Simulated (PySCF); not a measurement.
C2H5BGe.
SMILES with atom numbers: `[BH2:1][GeH2:2][C:3]#[CH:4]` (hydrogens: H5, H6 on B1; H7, H8 on Ge2; H9 on C4)

Computed by this run: PySCF 2.14.0, PBE0-D3(BJ)/def2-SVP geometry optimisation, gas phase; density fitting, grid level 1; the optimiser is geomeTRIC in internal coordinates, started from a GFN2-xTB structure with every atom displaced at random (about 0.01 Å).

Step 0: E = -59326.5196 eV
```
atom  x, y, z in Å  |  force x, y, z in eV/Å
B1     -1.5511    1.0211    0.1146   -0.486   0.799  -0.042
Ge2    -0.5500   -0.6631   -0.1207    0.805  -0.902  -0.019
C3      1.3042   -0.3607    0.0830    4.156   1.050   0.595
C4      2.5267   -0.1209    0.2449   -6.108  -1.151  -0.789
H5     -1.3427    1.9546   -0.5867    0.230   0.362  -0.341
H6     -2.4025    1.1710    0.9210   -0.415  -0.039   0.488
H7     -0.8208   -1.7988    0.8248   -0.327  -0.434   0.566
H8     -0.6254   -1.2924   -1.4840   -0.293  -0.126  -0.782
H9      3.5195    0.0720    0.3966    2.437   0.442   0.324
```

Question: Estimate the geometry and energy of step 1. (The exact step hangs on the optimiser's Hessian estimate; all steps are aligned on step 0, rigid shifts and turns removed.)

Answer: E = -59326.7923 eV, largest force 0.683 eV/Å
```
atom  x, y, z in Å  |  force x, y, z in eV/Å
B1     -1.4981    1.0333    0.1253   -0.190   0.187  -0.064
Ge2    -0.5514   -0.7526   -0.1404    0.333  -0.404  -0.041
C3      1.3159   -0.4149    0.0667    0.517   0.418   0.156
C4      2.4663   -0.0466    0.2566   -0.374  -0.317  -0.058
H5     -1.2274    1.9558   -0.5927    0.121   0.100  -0.114
H6     -2.3381    1.2181    0.9610   -0.099  -0.041   0.179
H7     -0.8933   -1.8800    0.8410   -0.096  -0.023   0.120
H8     -0.7161   -1.3381   -1.5511   -0.113   0.048  -0.139
H9      3.5000    0.2078    0.4272   -0.100   0.032  -0.040
```

The energy changes by -0.2728 eV. The first-order estimate −F·Δx gives -0.5154 eV and the mean of the old and new forces, exact on a quadratic surface, -0.2849 eV. The step makes an angle of 78° with the force vector and moves no atom by more than 0.140 Å.

The cost below is that of the whole optimisation. On one thread of an AMD EPYC 7B13, on a shared host, this took 25 s wall and 0.41 GiB of memory at its peak.
